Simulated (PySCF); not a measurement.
First hyperpolarisability: `FB(C1=C(SC)C1=O)F`, C4H3BF2OS

Cartesian coordinates in Å; atom numbers follow the order of the lines, from 1:
```xyz
12

C     1.948    0.806   -0.171
S     1.572   -0.693   -1.118
C    -0.036   -0.976   -0.710
C    -1.124   -0.553    0.013
B    -1.629    0.509    1.011
F    -2.881    0.544    1.406
F    -0.803    1.417    1.502
C    -1.282   -1.718   -0.786
O    -1.912   -2.636   -1.219
H     1.874    0.611    0.906
H     1.267    1.619   -0.454
H     2.979    1.083   -0.427
```

Computed, not measured: PySCF 2.14.0, quadratic response CAM-B3LYP/aug-cc-pVDZ first hyperpolarisability, Taylor convention, gas phase. Geometry: PBE0-D3(BJ)/def2-SVP.

(1) Give β for the processes computed.

(2) Which lowest excitations, dipole and polarisabilities go with it?

Answers

(1) In 10⁻³⁰ esu, Taylor convention; the vector part is βᵢ = ⅓ Σⱼ (βᵢⱼⱼ + βⱼᵢⱼ + βⱼⱼᵢ); β∥ is 3/5 of the vector part along the dipole, the dipole points from − to +:
| process | λ (nm) | β vector norm | β∥ | β HRS | depolarisation ratio |
| --- | --- | --- | --- | --- | --- |
| static β(0;0,0) | ∞ | 2.02 | -0.43 | 0.87 | 4.42 |
| second harmonic β(−2ω;ω,ω) | 1907 | 2.26 | -0.40 | 0.97 | 4.49 |
| Pockels β(−ω;ω,0) | 1907 | 2.09 | -0.42 | – | – |
| second harmonic β(−2ω;ω,ω) | 1064 | 3.03 | -0.31 | 1.28 | 4.61 |
| Pockels β(−ω;ω,0) | 1064 | 2.28 | -0.40 | – | – |

(2) S1 3.66 eV (f = 0.000); S2 4.92 eV (f = 0.233); S3 5.53 eV (f = 0.000); dipole 5.38 D; isotropic α 85.0 au static, 85.3 au at 1907 nm, 86.1 au at 1064 nm, 86.4 au at 953.5 nm, 89.8 au at 532 nm.
